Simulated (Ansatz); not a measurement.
```yaml
crystal:
  periodic: [false, false, false]
  atoms:
    - {symbol: C, position_ang: [-1.222248, 0.763013, 0.952106]}
    - {symbol: O, position_ang: [-1.248841, -0.276639, 0.011846]}
    - {symbol: C, position_ang: [-0.020049, -0.917089, -0.067626]}
    - {symbol: Cl, position_ang: [-0.170909, -2.201071, -1.331499]}
    - {symbol: In, position_ang: [1.655387, 0.111297, -1.057698]}
    - {symbol: H, position_ang: [-0.481345, 1.530121, 0.677147]}
    - {symbol: H, position_ang: [-0.984772, 0.395837, 1.959498]}
    - {symbol: H, position_ang: [-2.213277, 1.214505, 0.960583]}
    - {symbol: H, position_ang: [0.204753, -1.457138, 0.858917]}
    - {symbol: H, position_ang: [3.240597, -0.486713, -0.759880]}
    - {symbol: H, position_ang: [1.240716, 1.323886, -2.203394]}
basis:
  gaussian: {orbitals: ANO-RCC-VTZP}
hamiltonian: {xc: {name: HF}}
correlation: {method: mp2, electrons: outside_noble_gas}
outputs: {forces: true}
```

```sh
$ ansatz run in.yaml --threads 4 --pin off --events-out ev --progress --plain --max-ram 10444MiB
```

It prints (some lines left out):

```
Error: YAML parse error: error: line 19 column 1: unknown field `outputs`, expected one of crystal, accuracy, basis, kpoints, hamiltonian, magnetization, projection, total_charge, correlation, batch, efield, external_charges, scf, relax, neb, saddle, md, ramp, phonons, dielectric, real_time, elastic, magnetic_configurations, gw, evaluate, workflow, output, checkpoint, execution
17 | hamiltonian: {xc: {name: HF}}
18 | correlation: {method: mp2, electrons: outside_noble_gas}
19 | outputs: {forces: true}
```

Question: Something in this input is off. What?

Answer: The input holds a key that doesn't belong there. The input was rejected before any iteration.
